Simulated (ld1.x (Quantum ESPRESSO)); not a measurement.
**Al: one change to a TM potential, before and after**

Al (Z = 13), norm-conserving Troullier–Martins (Kleinman–Bylander form), made with ld1.x (Quantum ESPRESSO) 7.5 (PBEsol, scalar-relativistic). Core [Ne], reference 3s1 3p2. Waves: 3p (bound): rc 2.90 bohr; 3d channel at -0.1 Ry: rc 2.40 bohr; 3s (bound): rc 1.80 bohr. Local part: the s channel. Core correction: none.

Change: all radii scaled by about 1.13 (s 2.04, p 3.28, d 2.72 bohr).

Cutoffs: the cutoffs (Ry, on a coarse ladder) from which the occupation-weighted sum of valence levels, in a spherical-Bessel basis at the reference potential, stays within 10 and 1 mRy of its value at 400 Ry; they do not see the model core or the augmentation charge, which bear on the density cutoff. Errors are all-electron minus pseudo energies relative to the spin-unpolarised reference configuration.

**Question.** How do hardness, ghosts and transferability respond?

**Answer.** The potential gets neither clearly harder nor softer (8 Ry and 25 Ry → 8 Ry and 25 Ry); of the 7 tests that both files solve, the error grows in 4 and shrinks in 0 by more than 15 % and 0.3 meV (median size 4.2 → 5.9 meV); neither file shows a bound ghost. More of the atom is replaced by a form fitted at one configuration, so other configurations suffer.

| quantity | base | changed |
| --- | --- | --- |
| cutoff, loose | 8 Ry | 8 Ry |
| cutoff, tight | 25 Ry | 25 Ry |
| bound ghosts | none | none |
| error for 3s2 3p1, meV [ΔE -5.12 eV] | +5.1 | +5.9 |
| error for 3s2 3p0, meV [ΔE 0.62 eV] | -0.2 | +0.2 |
| error for 3s1 3p0, meV [ΔE 19.79 eV] | -4.2 | -7.3 |
| error for 3s2 3p1.3, meV [ΔE -5.69 eV] | +5.5 | +6.3 |
| error for 3s2 3p0.5, meV [ΔE -3.05 eV] | +3.5 | +4.3 |
| error for 3s0 3p3, meV [ΔE 5.29 eV] | +5.4 | +6.3 |
| error for 3s1 3p1, meV [ΔE 6.41 eV] | +0.2 | +0.1 |
